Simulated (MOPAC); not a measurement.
A run for MOPAC: PM7 on CH6GeO (SMILES C[O][GeH3]), a point of a torsion scan.

```
PM7 1SCF PRECISE CHARGE=0 THREADS=1
CH6GeO

C      1.39264251 1    -0.03275923 1     0.09389131 1
O      0.31849482 1    -0.25428634 1    -0.79496205 1
Ge    -1.36215966 1    -0.47464502 1    -0.36636043 1
H      1.93816839 1    -0.96432779 1     0.26270039 1
H      2.06817477 1     0.68670098 1    -0.37347557 1
H      1.06686005 1     0.36611341 1     1.05711221 1
H     -1.56474941 1    -1.77144903 1     0.37266455 1
H     -1.97582542 1    -0.47427928 1    -1.71952988 1
H     -1.80814620 1     0.66451472 1     0.51079822 1
```

Program output:

```
*******************************************************************************
 **                                                                           **
 **                              MOPAC v23.2.5                                **
 **                                                                           **
 *******************************************************************************
 ** MOPAC's Digital Object Identifier: https://doi.org/10.5281/zenodo.6511958 **
 **                                                                           **
 ** Please cite the open-source release paper for use of this MOPAC version:  **
 ** J. E. Moussa and J. J. P. Stewart (2026)                                  **
 ** MOPAC: An open-source semiempirical molecular orbital program             **
 ** J. Open Source Softw., 11(119), 8025, https://doi.org/10.21105/joss.08025 **
 *******************************************************************************

                              PM7 CALCULATION RESULTS

 *******************************************************************************
 *  PM7        - The PM7 Hamiltonian to be used
 *
 *
 *
 *                 CHARGE ON SYSTEM = 0
 *
 *
 *
 *  PRECISE    - TIGHTER CRITERIA TO BE USED
 *  1SCF       - DO 1 SCF AND THEN STOP
 *  THREADS=1  - MULTI-THREADING NOT USED
 *  T=         - A TIME OF 172800.0 SECONDS REQUESTED
 *  DUMP=N     - RESTART FILE WRITTEN EVERY 7200.0 SECONDS REQUESTED
 *******************************************************************************
PM7 1SCF PRECISE CHARGE=0 THREADS=1
 CH6GeO

   ATOM   CHEMICAL          X               Y               Z
  NUMBER   SYMBOL      (ANGSTROMS)     (ANGSTROMS)     (ANGSTROMS)

     1       C          1.39264251  *  -0.03275923  *   0.09389131  *
     2       O          0.31849482  *  -0.25428634  *  -0.79496205  *
     3      Ge         -1.36215966  *  -0.47464502  *  -0.36636043  *
     4       H          1.93816839  *  -0.96432779  *   0.26270039  *
     5       H          2.06817477  *   0.68670098  *  -0.37347557  *
     6       H          1.06686005  *   0.36611341  *   1.05711221  *
     7       H         -1.56474941  *  -1.77144903  *   0.37266455  *
     8       H         -1.97582542  *  -0.47427928  *  -1.71952988  *
     9       H         -1.80814620  *   0.66451472  *   0.51079822  *



          CARTESIAN COORDINATES

    NO.       ATOM           X           Y           Z

     1         C          1.3926     -0.0328      0.0939
     2         O          0.3185     -0.2543     -0.7950
     3        Ge         -1.3622     -0.4746     -0.3664
     4         H          1.9382     -0.9643      0.2627
     5         H          2.0682      0.6867     -0.3735
     6         H          1.0669      0.3661      1.0571
     7         H         -1.5647     -1.7714      0.3727
     8         H         -1.9758     -0.4743     -1.7195
     9         H         -1.8081      0.6645      0.5108

 General Reference for PM7:
 "Optimization of Parameters for Semiempirical Methods VI: More Modifications to the
 NDDO Approximations and Re-optimization of Parameters", J. J. P. Stewart, J. Mol. Mod., 1:32, 19 (2013)
 https://link.springer.com/article/10.1007/s00894-012-1667-x

           Empirical Formula: C H6 O Ge  =     9 atoms



      MOLECULAR POINT GROUP   :   C1


      RHF CALCULATION, NO. OF DOUBLY OCCUPIED LEVELS = 10


 -------------------------------------------------------------------------------
 PM7 1SCF PRECISE CHARGE=0 THREADS=1
 CH6GeO



     1SCF WAS SPECIFIED, SO BFGS WAS NOT USED
     SCF FIELD WAS ACHIEVED


                              PM7 CALCULATION
                                                       MOPAC v23.2.5 Linux




          FINAL HEAT OF FORMATION =        -29.04795 KCAL/MOL =    -121.53662 KJ/MOL


          COSMO AREA              =        109.21 SQUARE ANGSTROMS
          COSMO VOLUME            =         95.83 CUBIC ANGSTROMS

          IONIZATION POTENTIAL    =          9.838983 EV
          HOMO LUMO ENERGIES (EV) =         -9.839 -0.325
          NO. OF FILLED LEVELS    =         10
          MOLECULAR WEIGHT        =        106.6478         POINT GROUP:  C1

          MOLECULAR DIMENSIONS (Angstroms)

            Atom       Atom       Distance
            H     7    H     5     4.44942
            H     4    H     8     3.57311
            H     8    H     9     2.27697


          SCF CALCULATIONS        =          1





   ATOM   CHEMICAL          X               Y               Z
  NUMBER   SYMBOL      (ANGSTROMS)     (ANGSTROMS)     (ANGSTROMS)

     1       C          1.39264251  *  -0.03275923  *   0.09389131  *
     2       O          0.31849482  *  -0.25428634  *  -0.79496205  *
     3      Ge         -1.36215966  *  -0.47464502  *  -0.36636043  *
     4       H          1.93816839  *  -0.96432779  *   0.26270039  *
     5       H          2.06817477  *   0.68670098  *  -0.37347557  *
     6       H          1.06686005  *   0.36611341  *   1.05711221  *
     7       H         -1.56474941  *  -1.77144903  *   0.37266455  *
     8       H         -1.97582542  *  -0.47427928  *  -1.71952988  *
     9       H         -1.80814620  *   0.66451472  *   0.51079822  *

                             CARTESIAN COORDINATES

   1    C        1.392642510    -0.032759230     0.093891310
   2    O        0.318494820    -0.254286340    -0.794962050
   3   Ge       -1.362159660    -0.474645020    -0.366360430
   4    H        1.938168390    -0.964327790     0.262700390
   5    H        2.068174770     0.686700980    -0.373475570
   6    H        1.066860050     0.366113410     1.057112210
   7    H       -1.564749410    -1.771449030     0.372664550
   8    H       -1.975825420    -0.474279280    -1.719529880
   9    H       -1.808146200     0.664514720     0.510798220


           Empirical Formula: C H6 O Ge  =     9 atoms



      MOLECULAR POINT GROUP   :   C1


                  EIGENVALUES
 -27.68881 -23.28183 -18.69409 -15.00129 -14.84989 -14.65112 -12.07877 -11.71301
 -10.42621  -9.83898  -0.32544   1.49985   1.61992   3.62713   4.96725   5.94939
   6.05384   6.65037


              NET ATOMIC CHARGES AND DIPOLE CONTRIBUTIONS

  ATOM NO.   TYPE          CHARGE      No. of ELECS.   s-Pop       p-Pop
    1          C          -0.074580        4.0746     1.06457     3.01001
    2          O          -0.696011        6.6960     1.77091     4.92510
    3         Ge           0.131135        3.8689     1.04891     2.81995
    4          H           0.113361        0.8866     0.88664
    5          H           0.125793        0.8742     0.87421
    6          H           0.099058        0.9009     0.90094
    7          H           0.086437        0.9136     0.91356
    8          H           0.129946        0.8701     0.87005
    9          H           0.084862        0.9151     0.91514
 DIPOLE           X         Y         Z       TOTAL
 POINT-CHG.    -2.229    -0.134     2.103     3.068
 HYBRID         0.352     0.026    -0.122     0.374
 SUM           -1.877    -0.108     1.981     2.731


          ATOMIC ORBITAL ELECTRON POPULATIONS

     Atom    s        px        py        pz
    1  C   1.06457   0.90848   1.11751   0.98403
    2  O   1.77091   1.38183   1.94249   1.60078
    3 Ge   1.04891   0.61126   1.10325   1.10545
    4  H   0.88664
    5  H   0.87421
    6  H   0.90094
    7  H   0.91356
    8  H   0.87005
    9  H   0.91514

 **********************
 *                    *
 * JOB ENDED NORMALLY *
 *                    *
 **********************




 == MOPAC DONE ==
```

The run finished.

Cost: very roughly 0.03 core-seconds.
